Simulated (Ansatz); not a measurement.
Cost and result for the atomization energy of `N[SiH](N)N` (11 atoms, 10 bonds).

```xyz
11

N    -0.979   -1.213    0.279
Si    0.241   -0.148   -0.273
N    -0.629    1.108   -1.055
N     1.220    0.113    1.111
H    -0.741   -1.979    0.887
H    -1.765   -1.428   -0.312
H     1.212   -0.599   -1.310
H    -0.170    1.696   -1.731
H    -1.376    1.595   -0.586
H     2.167    0.439    1.006
H     0.820    0.415    1.984
```

Charge 0, multiplicity 1. Geometry: relaxed with PBE0-D4/def2-TZVP. It is one conformer, not always the lowest. Program: Ansatz. All runs use 4 threads of an Arm Neoverse V1 on a shared host. Times are those of one run each, without the atoms' runs, and a repeat can differ threefold. Electronic energies, without spin–orbit coupling; frozen cores. CCSD(T)/CBS adds CCSD(T) − MP2 in def2-TZVPP to the MP2 limit, and its time is that of the two runs behind it. T1 = 0.010. B3LYP takes the VWN-RPA correlation (the form of Gaussian; ORCA's B3LYP/G).

CCSD(T)/CBS is a level of theory with its own doubt, some kJ/mol a heavy atom from the limit and from the frozen cores, so smaller differences don't rank the functionals.

```csv
level,functions,wall time
LDA (SPW92)/def2-TZVPP,233,1 s
revPBE-D4/def2-TZVPP,233,1.6 s
PBE-D4/def2-TZVPP (with forces),233,2 s
BHLYP-D4/def2-TZVPP,233,2.1 s
CCSD(T)/def2-SVP,95,2.7 s
B3LYP-D4/def2-TZVPP (with forces),233,3.2 s
r2SCAN-D4/def2-TZVPP (with forces),233,3.7 s
PBE-QIDH/def2-TZVPP,233,3.8 s
B97M-V/def2-TZVPP,233,6 s
ωB97M-V/def2-TZVPP (with forces),233,8 s
MP2/def2-QZVPP,451,16 s
CCSD(T)/def2-TZVPP,233,83 s
CCSD(T)/CBS(def2),–,98 s
```

Task: What atomization energy does each give, and how far from CCSD(T)/CBS? (Estimate.)

Result: Computed: 
```
                             level  atomization (kJ/mol)  difference from CCSD(T)/CBS  per bond
            LDA (SPW92)/def2-TZVPP                4372.7                        524.9      52.5
              revPBE-D4/def2-TZVPP                3793.4                        -54.4      -5.4
   PBE-D4/def2-TZVPP (with forces)                3887.9                         40.1       4.0
               BHLYP-D4/def2-TZVPP                3740.5                       -107.3     -10.7
                  CCSD(T)/def2-SVP                3482.0                       -365.8     -36.6
 B3LYP-D4/def2-TZVPP (with forces)                3861.9                         14.1       1.4
r2SCAN-D4/def2-TZVPP (with forces)                3805.1                        -42.7      -4.3
               PBE-QIDH/def2-TZVPP                3770.1                        -77.7      -7.8
                 B97M-V/def2-TZVPP                3833.3                        -14.5      -1.4
  ωB97M-V/def2-TZVPP (with forces)                3864.4                         16.6       1.7
                    MP2/def2-QZVPP                3827.0                        -20.8      -2.1
                CCSD(T)/def2-TZVPP                3710.1                       -137.7     -13.8
                 CCSD(T)/CBS(def2)                3847.8                          0.0       0.0
```

Leaving LDA and LC-ωPBE aside and taking each functional with its dispersion term where it has one, the values spread over 147.4 kJ/mol, from BHLYP-D4 to PBE-D4. LDA lies +504.4 kJ/mol from PBE without D4, its usual overbinding. At CCSD(T), def2-SVP lies −365.7 kJ/mol from the extrapolated value and def2-TZVPP −137.6 kJ/mol: correlation converges slowly with the basis, and small sets miss more of it in the bonded molecule than in its fragments. From r2SCAN to r2SCAN0 (25 % exact exchange), in def2-TZVPP and without D4, the atomization energy moves by −60.5 kJ/mol: exact exchange takes away binding that semilocal exchange gives to molecules.
